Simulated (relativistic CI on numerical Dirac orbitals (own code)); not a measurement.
# The 5d ions of charge 5+

Method of calculation: Dirac-Coulomb-Breit CI, KLI orbitals optimised for each configuration, a model potential for QED, valence Slater integrals scaled by 0.85 (own radial code, finite nucleus).

Each species is treated in one configuration, given outside its closed core, with all valence electrons in the open shell. Radial values are for the open shell of highest l, unscaled and averaged over j; ζ includes the Breit term. Labels give the leading LS character, summed over repeated terms.

| Ion | Configuration | Its lowest level | LS weight (%) | F² (cm⁻¹) | F⁴ (cm⁻¹) | ⟨r⟩ (bohr) | ⟨r²⟩ (bohr²) | ζ (cm⁻¹) |
| --- | --- | --- | --- | --- | --- | --- | --- | --- |
| W⁵⁺ | 5d | ²D3/2 | 100 |  |  | 1.59 | 2.873 | 3204 |
| Re⁵⁺ | 5d² | ³F2 | 90 | 68810 | 46180 | 1.534 | 2.676 | 3716 |
| Os⁵⁺ | 5d³ | ⁴F3/2 | 85 | 71210 | 47820 | 1.481 | 2.494 | 4270 |
| Ir⁵⁺ | 5d⁴ | ⁵D0 | 64 | 73630 | 49460 | 1.431 | 2.33 | 4867 |
| Pt⁵⁺ | 5d⁵ | ⁶S5/2 | 82 | 76040 | 51110 | 1.384 | 2.181 | 5510 |
| Au⁵⁺ | 5d⁶ | ⁵D4 | 76 | 78450 | 52740 | 1.34 | 2.046 | 6198 |
| Hg⁵⁺ | 5d⁷ | ⁴F9/2 | 80 | 80840 | 54370 | 1.299 | 1.924 | 6935 |
